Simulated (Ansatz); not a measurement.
Zn10O10. Charge 0, multiplicity 1. Geometry r2SCAN-D4/def2-SVP.

Cartesian coordinates in Å:
```
Zn -2.020 3.021 -3.350
Zn -0.876 -2.408 4.131
Zn 0.862 2.355 -4.173
Zn -4.715 1.084 1.403
Zn -4.174 2.588 -1.212
Zn 3.429 0.837 -3.431
Zn 4.183 -2.535 1.248
Zn 2.026 -3.045 3.361
Zn -3.427 -0.860 3.396
Zn 4.712 -1.039 -1.372
O 5.176 -1.478 0.261
O -2.596 -2.350 3.798
O 2.591 2.308 -3.887
O -3.218 3.646 -2.233
O 0.830 -2.505 4.523
O -0.854 2.438 -4.521
O 4.321 -0.617 -3.028
O -5.196 1.576 -0.210
O 3.255 -3.630 2.255
O -4.310 0.613 3.042
```

Single mean-field runs in def2-SVP, def2-TZVP are fitted with def2-universal-jkfit. Another isomer (singlet) lies 1.11 eV lower at PBE0-D4/def2-TZVP; other spin states weren't run for this one.

Task: Estimate the orbital energies around the gap (eV) in Ansatz with PBE-D4/def2-SVP, PBE-D4/def2-TZVP, r2SCAN-D4/def2-SVP, r2SCANh-D4/def2-SVP, PBE0-D4/def2-TZVP.

Result: 
| orbital | PBE-D4/def2-SVP | PBE-D4/def2-TZVP | r2SCAN-D4/def2-SVP | r2SCANh-D4/def2-SVP | PBE0-D4/def2-TZVP |
| --- | --- | --- | --- | --- | --- |
| HOMO−9 | -6.04 | -6.77 | -6.37 | -6.97 | -8.24 |
| HOMO−8 | -6.04 | -6.77 | -6.37 | -6.97 | -8.24 |
| HOMO−7 | -6.01 | -6.75 | -6.34 | -6.93 | -8.21 |
| HOMO−6 | -6.01 | -6.74 | -6.34 | -6.93 | -8.20 |
| HOMO−5 | -5.90 | -6.65 | -6.22 | -6.80 | -8.10 |
| HOMO−4 | -5.87 | -6.62 | -6.18 | -6.77 | -8.07 |
| HOMO−3 | -5.86 | -6.61 | -6.17 | -6.75 | -8.06 |
| HOMO−2 | -5.79 | -6.55 | -6.11 | -6.69 | -7.99 |
| HOMO−1 | -5.76 | -6.51 | -6.08 | -6.67 | -7.96 |
| HOMO | -5.65 | -6.42 | -5.97 | -6.54 | -7.86 |
| LUMO | -2.58 | -3.04 | -2.31 | -2.02 | -2.17 |
| LUMO+1 | -2.29 | -2.76 | -2.02 | -1.72 | -1.86 |
| LUMO+2 | -2.29 | -2.75 | -2.01 | -1.71 | -1.85 |
| LUMO+3 | -1.53 | -2.00 | -1.24 | -0.92 | -1.06 |
| LUMO+4 | -1.53 | -2.00 | -1.24 | -0.92 | -1.06 |
| LUMO+5 | -0.52 | -1.08 | -0.20 | 0.14 | -0.37 |
